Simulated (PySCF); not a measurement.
Silicon: a sound run and one with changed settings

Sound run: Si⁺ [Ne] 3s2 3p1, Si²⁺ [Ne] 3s2. Computed with PySCF 2.14 in aug-cc-pV(D+d)Z (5s4p3d, 32 functions), with the non-relativistic Hamiltonian (point nucleus). In the sound run the correlated levels freeze [Ne]. The sound run starts from symmetry-adapted Hartree-Fock orbitals and uses a fine grid where one is needed.

Changed run: scalar relativity by spin-free X2C-1e. This setting is unsound on purpose.

```json
{"species": "Si⁺", "method": "UHF", "sound run (hartree)": "-288.57000", "changed run (hartree)": "-289.11321", "converged": "yes"}
{"species": "Si⁺", "method": "r2SCAN", "sound run (hartree)": "-289.03325", "changed run (hartree)": "-289.57611", "converged": "yes"}
{"species": "Si⁺", "method": "LDA", "sound run (hartree)": "-287.89972", "changed run (hartree)": "-288.44225", "converged": "yes"}
{"species": "Si⁺", "method": "MP2", "sound run (hartree)": "-288.60553", "changed run (hartree)": "-289.14874", "converged": "yes"}
{"species": "Si⁺", "method": "CCSD(T)", "sound run (hartree)": "-288.62521", "changed run (hartree)": "-289.16835", "converged": "yes"}
{"species": "Si²⁺", "method": "UHF", "sound run (hartree)": "-287.98839", "changed run (hartree)": "-288.53172", "converged": "yes"}
{"species": "Si²⁺", "method": "r2SCAN", "sound run (hartree)": "-288.42627", "changed run (hartree)": "-288.96929", "converged": "yes"}
{"species": "Si²⁺", "method": "LDA", "sound run (hartree)": "-287.29815", "changed run (hartree)": "-287.84088", "converged": "yes"}
{"species": "Si²⁺", "method": "MP2", "sound run (hartree)": "-288.01754", "changed run (hartree)": "-288.56085", "converged": "yes"}
{"species": "Si²⁺", "method": "CCSD(T)", "sound run (hartree)": "-288.03217", "changed run (hartree)": "-288.57542", "converged": "yes"}
```

Ionisation energy of Si⁺:

```tsv
method	sound run (eV)	changed run (eV)
UHF	15.826	15.823
r2SCAN	16.517	16.512
LDA	16.369	16.364
MP2	16.000	15.997
SCS-MP2	15.981	15.978
CCSD	16.118	16.115
CCSD(T)	16.137	16.135
```

Most of the change in total energy is the relativistic energy itself. On top of that the contraction fixes the core shape for the Hamiltonian it was made with, so the changed run is not a good calculation with the other Hamiltonian either.

For comparison, NIST gives 16.346 eV between the lowest levels.
